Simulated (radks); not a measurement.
These are the eigenvalues of the occupied orbitals of an atom or ion with whole-number occupations (Ry). Method: Dirac Kohn-Sham, exchange-only LDA, spin-unpolarised, spherical densities, finite nucleus; Fermi nuclear charge, rms radius of each element as measured or else 0.836 A^(1/3) + 0.57 fm; computed with a radial shooting solver on a logarithmic mesh with Libxc functionals.

| orbital | eigenvalue |
|---|---|
| 1s1/2 | -2956.615 |
| 2s1/2 | -475.5875 |
| 2p1/2 | -449.4028 |
| 2p3/2 | -416.6220 |
| 3s1/2 | -104.5156 |
| 3p1/2 | -93.39774 |
| 3p3/2 | -86.95902 |
| 3d3/2 | -67.43666 |
| 3d5/2 | -66.05236 |
| 4s1/2 | -23.27728 |
| 4p1/2 | -19.14554 |
| 4p3/2 | -17.74990 |
| 4d3/2 | -10.94684 |
| 4d5/2 | -10.70152 |
| 5p1/2 | -4.21636 |
| 5p3/2 | -3.97211 |
| 4f5/2 | -3.02904 |
| 6p1/2 | -1.46241 |

Which element is it, and in what charge state? The configuration may be excited. Open shells, if any, fill j = l - 1/2 first.

Answer. Z = 58, cerium, charge +3: Ce3+ in [Kr] 4d10 4f1 5p6 6p2. The list shows which subshells hold electrons but not how many an open one holds; the 1s level, -1478.3 hartree, gives Z - s = 54.4 by -(Z - s)^2/2, which with screening and relativity narrows Z to a few neighbours, and the depths of the outer levels then fix element, charge and occupations together.
